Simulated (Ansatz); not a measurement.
C2H7NOSi2 can be A, `C[SiH]1N=C[SiH2]O1`, or B, `N[SiH]1C=C([SiH3])O1`.

Calculated with Ansatz (gas phase, PBE0-D4/def2-TZVP geometries, no zero-point term in ΔE). CBS: MP2 limit from def2 TZ/QZ plus the TZ coupled-cluster correction, frozen cores. DFT in def2-TZVPP. B3LYP here is the variant with VWN-RPA as its local correlation; programs differ in this. One conformer a species, not always the lowest.

Problem. Which is lower in electronic energy at CCSD(T)/CBS, and by how much? (Best estimate.)

Solution. Ansatz gave: A, by 48.4 kcal/mol.

Problem. Give E(B) − E(A) in kcal/mol with CCSD/def2-TZVPP, ωB97M-V, HF/def2-TZVPP, r2SCAN-D4, MP2/def2-TZVPP, B2PLYP, B3LYP-D4. (An estimate is asked.)

Solution. The calculation gave: CCSD/def2-TZVPP 49.3, ωB97M-V 47.8, HF/def2-TZVPP 51.9, r2SCAN-D4 47.5, MP2/def2-TZVPP 48.3, B2PLYP 48.1, B3LYP-D4 48.3. None reverses the order clearly.

Largest T1 diagnostic: 0.014.

From PBE to PBE0 (25 % exact exchange), in def2-TZVPP and without D4, E(B) − E(A) moves by +1.9 kcal/mol. The D4 term adds +1.2 kcal/mol with B3LYP and +0.6 kcal/mol with PBE0; it sums over pairs of atoms, weighted by their polarisabilities, and B3LYP, whose exchange is more repulsive, gets the larger term.
